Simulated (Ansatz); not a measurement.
`C[SiH2][TeH]` + PH₃ → `P[TeH]` + `C[SiH3]` at 600 K and 1 bar (ligand exchange at a Te–Si bond).

Gas-phase electronic energies from Ansatz, PBE0-D4/def2-TZVP geometries. CBS: MP2 limit from def2 TZ/QZ plus the TZ coupled-cluster correction, frozen cores. This one scheme is used for every species. Elements past krypton have def2 core potentials. For Te outer-core shells are correlated without core-valence functions, which leaves a few kJ/mol of doubt a bond.

```
       species  CCSD(T)/CBS energy (Eh)  H − E (kJ/mol)  S (J/(mol·K))
`C[SiH2][TeH]`               -598.49179           212.5          414.1
           PH₃               -342.72256            86.3          240.2
      `P[TeH]`               -610.46278            98.4          337.9
     `C[SiH3]`               -330.73916           199.7          315.0
```

H − E and S are ideal-gas, rigid-rotor, harmonic terms from PBE0-D4/def2-TZVP, for one conformer and one mirror image of each species. 1 Eh = 2625.50 kJ/mol, R = 8.31446 J/(mol·K).

**Question.** By hand: ΔE, ΔH, ΔS and ΔG.

**Answer.** ΔE = (-610.46278) + (-330.73916) − (-598.49179) − (-342.72256) = 0.01241 Eh = 32.6 kJ/mol. Δ(H − E) = 98.4 + 199.7 − 212.5 − 86.3 = -0.7, so ΔH = 31.9 kJ/mol. ΔS = 337.9 + 315.0 − 414.1 − 240.2 = -1.4 J/(mol·K). ΔG = 31.9 − 600 × (-1.4)/1000 = 32.7 kJ/mol.

**Question.** By hand: the equilibrium constant, and the temperature at which ΔG would vanish if ΔH and ΔS stayed fixed.

**Answer.** log₁₀ K = −ΔG/(RT ln 10) = -2.8. ΔH and −TΔS have one sign here, so there is no such temperature.

The number of gas molecules stays the same, so ΔS is small and ΔH decides. A doubt of 5 kJ/mol in ΔE shifts log₁₀ K by 0.4 here. Other conformers and mirror images would add mixing entropy, several J/(mol·K) or more a flexible species. These are equilibria of isolated gas molecules and say nothing of rates. Largest T1 diagnostic: 0.013 (customary marks: 0.02 for closed shells, 0.045 for open ones).

ΔS is within the doubt of such terms, so its sign, and with it that verdict, could turn.
